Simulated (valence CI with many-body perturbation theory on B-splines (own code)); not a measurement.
## Co²²⁺: key properties

Level of theory: valence CI with perturbative core correlation (CI+MBPT): three valence electrons over a frozen Dirac-Fock core [He], a basis of 11 s, 11 p, 10 d, 8 f, 5 g, 2 h functions for each j, with the one-electron correlation potential Σ1, the two-electron term Σ2, the three-electron term Σ3, Breit, model QED; selected CI, second order for the rest, scaled by the run's own slope (own B-spline code, finite nucleus).

No measured spectrum was set against this ion. As an estimate, levels of excited configurations hold to 0.05 to 0.15 % of their energy, terms of the ground configuration to about 0.5 %.

Names give the largest LS component (configuration and term), which can be under half, so a name can repeat, a term be missing and a line seem to break the LS rules; names also repeat where a configuration has a term twice.

Rates and lifetimes use the calculated energies. Strong lines usually hold to 10 to 20 %, long lifetimes can be off by a factor of two.

(1) What is the ground level?

(2) How well does LS coupling describe the low levels?

(3) Where does the other parity begin?

(4) How is the term ²P° of the ground level split?

(5) Among levels below 1617.7 eV, which E1 lines absorb most strongly from the ground level?

(6) What is the ionisation energy?

Answers

(1) 2s²2p ²P°_1/2, composition 98 % 2s²2p ²P° + 2 % 2p³ ²P°, g = 0.660.

(2) Among the lowest 20 levels the leading LS term, summed over configurations, holds 92 % on average. For single configurations the figures are 90 % in LS and 82 % in jj coupling. Terms mix most in the J = 1/2 level at 130.4 eV, where the leading one holds 62 %.

(3) At 2s2p² ⁴P_1/2, 53.4 eV.

(4) J = 1/2 at 0.0, J = 3/2 at 17.3 eV.

(5) to 2s²3d ²D_3/2 at 1.081 nm, f = 0.674; to 2s2p3p ²D_3/2 at 1.050 nm, f = 0.209; to 2s2p3p ²P_1/2 at 1.055 nm, f = 0.133.

(6) 1961.2 eV; NIST lists 1960.8 ± 0.8 eV (semi-empirical).
